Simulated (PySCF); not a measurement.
Delta-SCF ions had no search for a lower state. Excitations are Tamm–Dancoff values on a coarser integration grid. The basis has no diffuse functions, so Rydberg states are missing or too high.

C5H6BNO, SMILES `Bc1ncccc1O` (H–B–C–N torsion -180°, C–C–O–H torsion -180°) (charge 0, multiplicity 1)

The numbers are results of PySCF with TPSSh-D3(BJ)/def2-TZVP // B3LYP-D3(BJ)/def2-SVP, not measurements.

- HOMO = -6.46 eV
- dipole moment = 4.64 D
- LUMO = -2.55 eV
- HOMO–LUMO gap = 3.91 eV
- S1 excitation (TDA) = 3.37 eV
- S1 oscillator strength = 0.001
- brightest of the four lowest singlets (TDA) = 4.15 eV
- T1 excitation (TDA) = 2.91 eV
- S1–T1 gap (TDA) = 0.46 eV
- vertical ionisation energy (Delta-SCF) = 9.01 eV
- total energy = -349.1029 Ha
- cost = around 30 core-minutes (rough)

```xyz
14

B     -2.0138    -1.4062     0.0305
C     -0.6357    -0.6980     0.0194
N      0.4704    -1.4862     0.0562
C      1.6788    -0.9470     0.0471
C      1.8915     0.4415     0.0006
C      0.7904     1.2851    -0.0374
C     -0.4940     0.7167    -0.0282
O     -1.6035     1.4811    -0.0632
H     -3.0409    -0.7802    -0.0071
H     -2.0375    -2.6080     0.0773
H      2.5327    -1.6337     0.0779
H      2.9061     0.8470    -0.0054
H      0.9127     2.3725    -0.0740
H     -1.3572     2.4154    -0.0939
```
